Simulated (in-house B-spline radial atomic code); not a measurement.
**Neutral cadmium: [Ar] 3d9 4s2 4p6 4d10 5s2 6p1 (an excited or competing configuration)**

Level of theory: Dirac-Hartree-Fock, average of configuration, Fermi nucleus of rms radius 4.6087 fm; calculated with a B-spline radial code for spherical atoms.

Screening seen three ways: the hydrogenic charge with the same mean radius, Z_r = [3n² - l(l+1)]/(2<r>), the one with the same energy, Z_e = n√(-2ε), and Slater's rules. Values are occupation-weighted means over j. An effective charge above Z reflects the relativistic contraction of the inner shells.

```csv
shell,electrons,ε (eV),<r> (bohr),Z_r,Z_e,Slater
1s,2,-26913,0.03039,49.36,44.48,47.70
2s,2,-4122.3,0.131,45.80,34.81,43.85
2p,6,-3700,0.1147,43.60,32.98,43.85
3s,2,-830.77,0.3538,38.16,23.44,36.75
3p,6,-687.56,0.3523,35.48,21.33,36.75
3d,9,-467.29,0.3325,31.58,17.58,27.20
4s,2,-145.43,0.8662,27.71,13.08,21.10
4p,6,-100.12,0.9398,24.47,10.85,21.10
4d,10,-32.415,1.168,17.98,6.17,9.85
5s,2,-14.242,2.626,14.28,5.12,5.35
6p,1,-1.7074,11.35,4.67,2.13,1.30
```

The least bound orbital is 6p3/2 at -1.697 eV, and it is also the most diffuse (<r> = 11.42 bohr). The part-filled 3d shell lies below the filled 5s shell in orbital energy.

Spin-orbit splittings of the orbital energies (j = l + 1/2 above j = l - 1/2 when positive): 2p 193.5 eV, 3p 36.22 eV, 3d 7.304 eV, 4p 6.501 eV, 4d 0.9071 eV, 6p 0.03041 eV.

For the 1s electron the small component carries 3.1 % of the norm, the zero-frequency Breit interaction raises the level by 59.47 eV, self-energy by 33.35 eV, and vacuum polarisation lowers it by 4.252 eV.
